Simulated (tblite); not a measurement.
C₇H₈NO (doublet state).
Numbering: `[H]/[C:1]=[CH:2]\[CH2:3][NH:4][CH2:5][C:6]#[C:7][CH:8]=[O:9]` (hydrogens: H10 on C1; H11 on C2; H12, H13 on C3; H14 on N4; H15, H16 on C5; H17 on C8)

Structure used (GFN2-xTB), in Å, numbered top down from 1:
```xyz
17
C7H8NO angstrom
C     -2.5169   -1.3500    2.7361
C     -2.2658   -0.5844    1.7307
C     -1.5351   -0.9832    0.4523
N     -0.4723   -0.0333    0.2013
C      0.2527   -0.3052   -1.0292
C      1.3439    0.6216   -1.2166
C      2.2625    1.3967   -1.3177
C      3.3499    2.3018   -1.4843
O      4.1246    2.3072   -2.4044
H     -2.3798   -2.3605    3.0420
H     -2.5540    0.4601    1.7259
H     -2.2441   -0.9261   -0.3819
H     -1.1813   -2.0252    0.5365
H      0.1693   -0.0110    0.9892
H      0.6648   -1.3331   -1.0707
H     -0.4474   -0.1948   -1.8671
H      3.4220    3.0316   -0.6517
```

Level: GFN2-xTB in tblite, geometry and Hessian alike; calculated harmonic values, unscaled, isolated species. Errors from tens to a few hundred cm⁻¹ against measured bands are possible. One conformer, not necessarily the lowest. Open shells enter through the occupations alone, without spin polarisation, and single modes of such species can be off by tens of per cent.

Harmonic wavenumbers (cm⁻¹): 37.4, 48.3, 61.4, 72.7, 98.4, 146.6, 192.2, 221.9, 329.6, 341.5, 374.0, 469.6, 605.2, 618.4, 727.5, 783.6, 811.4, 885.4, 899.4, 929.6, 966.1, 1004.0, 1069.9, 1121.0, 1144.2, 1194.3, 1198.2, 1223.0, 1277.2, 1320.8, 1357.4, 1389.7, 1428.3, 1470.3, 1725.2, 1740.7, 2327.1, 2741.5, 2762.2, 2815.1, 2913.1, 2922.8, 3012.5, 3195.8, 3357.1.

A = 8226, B = 446.1, C = 430.9 MHz; mass 122.061 u (most abundant isotopes); point group C1, symmetry number 1; spin multiplicity 2.

**Question.** Zero-point energy?

**Answer.** ½Σν̃ = 27666 cm⁻¹ = 330.96 kJ/mol.

**Question.** Entropy at 400 K, 1 bar (ideal gas, RRHO, classical rotation)?

**Answer.** Translation 174.88, rotation 127.92, vibration 192.48, spin (R ln 2) 5.76: S = 501.0 J/(mol K).

**Question.** And Cp and H(400 K) − H(0)?

**Answer.** Cp = 193.85 J/(mol K), of which vibrations give 160.59 (their classical limit is 45 R = 374.2); H(400 K) − H(0) = 49.20 kJ/mol without the zero-point energy, 35.89 from vibrations.

**Question.** How do the functions run with temperature in this model?

**Answer.** 
| T (K) | S (J/(mol K)) | Cp (J/(mol K)) | H − H(0) (kJ/mol) | G − H(0) (kJ/mol) | ln q(vib) |
| --- | --- | --- | --- | --- | --- |
| 50 | 264.8 | 68.6 | 2.47 | -10.77 | 1.10 |
| 100 | 319.7 | 90.9 | 6.50 | -25.47 | 3.07 |
| 298.15 | 449.4 | 158.9 | 31.20 | -102.78 | 9.52 |
| 373.15 | 487.9 | 185.0 | 44.11 | -137.95 | 11.63 |
| 500 | 547.6 | 223.5 | 70.11 | -203.69 | 14.99 |
| 750 | 649.3 | 277.9 | 133.30 | -353.70 | 21.09 |
| 1000 | 734.5 | 313.4 | 207.51 | -526.97 | 26.60 |

q(vib) and H(0) count from the zero-point level.

**Question.** What must be added to the electronic energy to get the Gibbs energy at 400 K and 1 bar?

**Answer.** ZPE + [H(400 K) − H(0)] − T·S = 330.96 + 49.20 − 200.42 = 179.74 kJ/mol.

Hindered rotation and anharmonicity are outside this model. Other conformers, if any are populated, would add a mixing term that is left out. The structure is chiral; the term R ln 2 for an equal mix with its mirror image is left out.
